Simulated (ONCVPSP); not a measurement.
# What one change does to a pseudopotential (nitrogen, ONCV)

- Element: nitrogen
- Generator: ONCVPSP 4.0.1
- Type: optimised norm-conserving Vanderbilt (ONCV)
- Functional: Wu-Cohen
- Relativity: scalar-relativistic
- Frozen core: [He]
- Valence charge: 5
- Reference configuration: 2s1 2p4
- Partial waves: 2s: rc 0.75 bohr, ncon 4, nbas 7, qcut 10.4 1/bohr, 2 projectors, debl 1.9 Ha; 2p: rc 1.45 bohr, ncon 4, nbas 8, qcut 10.3 1/bohr, 1 projector; d scattering state at 0.39 Ha: rc 1.20 bohr, ncon 5, nbas 8, qcut 6.8 1/bohr, 3 projectors, debl 3.8 Ha
- Local potential: polynomial inside 0.75 bohr (lpopt 5, dvloc0 0 Ha)
- Core correction: none

Change: functional BLYP.

Cutoffs: the cutoffs (Ha) at which the residual kinetic energy of the hardest occupied pseudo-wave falls to 1 and 0.1 mHa per electron; they do not see the model core or the augmentation charge, which bear on the density cutoff. Errors are all-electron minus pseudo energies relative to the spin-unpolarised reference configuration.

Question: How do hardness, ghosts and transferability respond?

Answer: The potential gets neither clearly harder nor softer (31 Ha and 179 Ha → 31 Ha and 178 Ha); both files keep a bound ghost (s); of the 4 tests that both files solve, the error grows in 4 and shrinks in 0 by more than 15 % and 0.3 meV (median size 82.6 → 111.6 meV).

| quantity | base | changed |
| --- | --- | --- |
| cutoff, loose | 31 Ha | 31 Ha |
| cutoff, tight | 179 Ha | 178 Ha |
| loose cutoff by channel | s 29 Ha, p 31 Ha | s 30 Ha, p 31 Ha |
| bound ghosts | s | s |
| GHOST(+) flags under 300 eV | none | none |
| error for 2s2 2p3, meV [ΔE -11.43 → -11.40 eV] | +4.3 | +12 |
| error for 2s2 2p2, meV [ΔE 2.13 → 2.17 eV] | +29 | +44 |
| error for 2s2 2p1, meV [ΔE 30.95 → 31.05 eV] | +136 | +179 |
| error for 2s2 2p0, meV [ΔE 77.94 → 78.20 eV] | +512 | +667 |
| s: phases at 0.76 bohr within 0.05 rad from the reference energy up to (Ha; the scan ends near 5) | to the end of the scan | to the end of the scan |
| p: phases at 1.47 bohr within 0.05 rad from the reference energy up to (Ha; the scan ends near 5) | 2.4 | 2.4 |
| d: phases at 1.22 bohr within 0.05 rad from the reference energy up to (Ha; the scan ends near 5) | to the end of the scan | to the end of the scan |

 A true bound ghost makes a file unfit for plane-wave use even where its test errors are small: the radial tests pick states by their node count and pass the ghost by.
